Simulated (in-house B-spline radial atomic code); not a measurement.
Atomic self-consistent-field run: Ti II (Ti+). Level of theory: scalar-relativistic (X2C) Hartree-Fock, spin-polarised, averaged over the determinants with the given up and down occupations, Fermi nucleus of rms radius 3.5921 fm, inside a hard spherical wall at 3.01 bohr; calculated with an all-electron radial atomic-structure program (B-spline basis).

Command:
```bash
python run_scf.py task.json out
```
Settings (nuclear radius in fm, mass in u):
```
Z                22
configuration    [Ar] 3d3
hamiltonian      x2c
method           hf
spin_polarised   True
nucleus          fermi
rms_radius       3.5921
atomic_mass      47.94794
speed_of_light   137.035999084
wall_radius      3.01
```

Output (hartree, bohr):
```
 radial grid: 61 intervals, B-splines of order 8, outer radius 3.01 bohr

 iter        energy (Eh)    residual
    1       -850.2633120    3.28e-01
    2       -851.8061415    9.14e-02
    3       -852.1039878    2.54e-02
    4       -852.1286778    7.44e-03
    5       -852.1306617    3.10e-03
    6       -852.1310482    1.82e-04
    7       -852.1310490    3.91e-05
    8       -852.1310490    6.18e-06
    9       -852.1310490    1.30e-06
   10       -852.1310490    1.28e-07

 total energy                     -852.131049
 kinetic                            863.16893
 electron-nucleus                 -2034.89578
 electron-electron                  319.59581

 orbital      occ     eigenvalue          <r>       <r^2>       <1/r>       <r^4>     <1/r^3>       r_max
 1s up      1.000     -184.16349    0.0692627  0.00646494     22.0265 0.000108389           -     0.04528
 1s down    1.000     -184.16581    0.0692623  0.00646484     22.0266  0.00010838           -     0.04528
 2s up      1.000      -21.39231     0.322704    0.123166     4.60675   0.0267511           -      0.2679
 2s down    1.000      -21.34079     0.322011    0.122549     4.61575    0.026367           -      0.2677
 2p up      3.000      -17.56773     0.289179    0.103063     4.45541   0.0218869     265.521      0.2197
 2p down    3.000      -17.51592     0.288163    0.102182     4.46604   0.0213244     266.807      0.2194
 3s up      1.000       -2.83247      1.02648     1.21057     1.35507     2.31423           -      0.8799
 3s down    1.000       -2.61889       1.0261     1.21027     1.35403     2.31979           -      0.8774
 3p up      3.000       -1.78114      1.10255     1.41131     1.22263     3.20992      27.404      0.9219
 3p down    3.000       -1.52040      1.10725     1.42443     1.21486     3.28129     26.7909      0.9203
 3d up      3.000       -0.28865      1.26688     1.87703    0.971131     5.69193     2.20052       1.024
```

Time taken, with all properties: 0.13 s on 1 thread of Arm Neoverse V2, with other jobs on the host.
